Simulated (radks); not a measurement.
Values are calculated unless marked as measured or tabulated.
Excited configurations of Cd XXXV: one electron is placed in a higher orbital outside [Ne] 3s2 3p1. The ground configuration is [Ne] 3s2 3p2. Code: a radial shooting solver on a logarithmic mesh with Libxc functionals. Model: Dirac Kohn-Sham, PBE, spin-unpolarised, spherical densities, point nucleus; open shells fill j = l - 1/2 first. Excitation = E - E(ground); binding = E(ion) - E, where the ion is the core of charge +35; n* = 35/sqrt(2 binding) in atomic units. These energies are relativistic, and a one-electron ion of charge +35 with no core already has n* below n in this formula (Dirac formula, point nucleus: 4s1/2 3.973, 4d3/2 3.990, 4f5/2 3.995, 5s1/2 4.972, 5p1/2 4.972, 5f5/2 4.994, 6s1/2 5.971, 6d3/2 5.988, 7s1/2 6.970, 7d3/2 6.987, 7f5/2 6.993).

outer orbital  excitation (eV)  binding (eV)     n*  <r> (bohr)
4s1/2                   985.64        1212.4  3.708      0.5912
4d3/2                   1090.3        1107.7  3.879      0.5600
4f5/2                   1130.1        1067.9  3.951      0.4949
5s1/2                   1445.2        752.90  4.705      0.9512
5p1/2                   1463.4        734.63  4.763      0.9469
5f5/2                   1516.2        681.86  4.944      0.8766
6s1/2                   1685.5        512.55  5.702       1.396
6d3/2                   1714.6        483.48  5.871       1.394
7s1/2                   1826.7        371.38  6.699       1.926
7d3/2                   1844.6        353.50  6.866       1.938
7f5/2                   1851.0        347.06  6.930       1.889

The Delta-SCF ionisation energy is 2198.1 eV (NIST Atomic Spectra Database: 2195 eV, semi-empirical). Self-interaction in the functional shifts the binding energies and quantum defects, so they are the method's values and not measured ones. Spin polarisation and multiplet splitting are left out, so open shells lie too high by an amount that depends on their filling.

Beside tabulated values, note that spin-unpolarised runs miss the spin-polarisation part of the exchange energy of open shells.
